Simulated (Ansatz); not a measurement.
The molecule SiS, closed-shell singlet (the spin of the measured ground state).

Constants: fifth-degree fit in 1/R to seven points, most abundant isotopes. Runs in def2 and cc sets follow the lowest solution found near the PBE0 minimum. The singlet is held restricted. HF and MP2 rows in def2 and cc sets belong to the determinant that coupled cluster picked by its CCSD energy.

Cores are frozen in the correlated methods.

Codes used: Ansatz (a program for electronic structure) with Gaussian orbitals. Each number belongs to the level named beside it.

Energies at MP2/aug-cc-pV(T+d)Z:

```
R (Å)       E (hartree)
--------  -------------
1.794757  -686.75854447
1.843003  -686.76762400
1.887389  -686.77234996
1.937565  -686.77428367
1.987741  -686.77329446
2.045637  -686.76929663
2.113181  -686.76169830
```

Question: With a reduced mass of 14.9207 u, find the minimum, the force constant and the constants.

Answer: A fifth-degree polynomial in 1/R puts the minimum at r_e = 1.9439 Å with force constant 490 N/m. Then ω_e = (1/2πc)√(k/μ) = 747 cm⁻¹ and B_e = h/(8π²cμr_e²) = 0.2990 cm⁻¹; the cubic and quartic terms give α_e = 0.0014 and ω_e x_e = 2.3 cm⁻¹.
